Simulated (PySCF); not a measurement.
# Rubidium: a sound run and one with changed settings

Sound run: Rb²⁺ [Ar] 3d10 4s2 4p5, Rb³⁺ [Ar] 3d10 4s2 4p4. Computed with PySCF 2.14 in cc-pVDZ-X2C (6s5p3d, 36 functions), with scalar relativity by spin-free X2C-1e. In the sound run the correlated levels freeze [Ar] 3d10 4s2. The sound run starts from symmetry-adapted Hartree-Fock orbitals and uses a fine grid where one is needed.

A second run was set up differently.

```json
{"species": "Rb²⁺", "method": "UHF", "sound run (hartree)": "-2978.00122", "changed run (hartree)": "-2978.00122", "converged": "yes"}
{"species": "Rb²⁺", "method": "LDA", "sound run (hartree)": "-2975.76807", "changed run (hartree)": "-2975.76807", "converged": "yes"}
{"species": "Rb²⁺", "method": "r2SCAN", "sound run (hartree)": "-2979.79392", "changed run (hartree)": "-2979.79392", "converged": "yes"}
{"species": "Rb²⁺", "method": "MP2", "sound run (hartree)": "-2978.00518", "changed run (hartree)": "-2978.00488", "converged": "yes"}
{"species": "Rb²⁺", "method": "CCSD(T)", "sound run (hartree)": "-2978.00558", "changed run (hartree)": "-2978.00558", "converged": "yes"}
{"species": "Rb³⁺", "method": "UHF", "sound run (hartree)": "-2976.53596", "changed run (hartree)": "-2976.53596", "converged": "yes"}
{"species": "Rb³⁺", "method": "LDA", "sound run (hartree)": "-2974.24609", "changed run (hartree)": "-2974.24609", "converged": "yes"}
{"species": "Rb³⁺", "method": "r2SCAN", "sound run (hartree)": "-2978.27809", "changed run (hartree)": "-2978.27809", "converged": "yes"}
{"species": "Rb³⁺", "method": "MP2", "sound run (hartree)": "-2976.53778", "changed run (hartree)": "-2976.53766", "converged": "yes"}
{"species": "Rb³⁺", "method": "CCSD(T)", "sound run (hartree)": "-2976.53796", "changed run (hartree)": "-2976.53796", "converged": "yes"}
```

Ionisation energy of Rb²⁺:

```tsv
method	sound run (eV)	changed run (eV)
UHF	39.872	39.872
LDA	41.415	41.415
r2SCAN	41.248	41.248
MP2	39.930	39.925
SCS-MP2	39.930	39.925
CCSD	39.936	39.936
CCSD(T)	39.936	39.936
```

(1) What was changed?
A. a valence shell is frozen
B. radial grid too coarse
C. level shift left on
D. all electrons correlated in a valence basis

Results:

(1) C. It used initial guess sap, at most 50 SCF cycles, level shift 0.1 hartree. A level shift leaves the converged SCF energy unchanged but raises the virtual orbital energies, which shrinks MP2 if it is not removed.
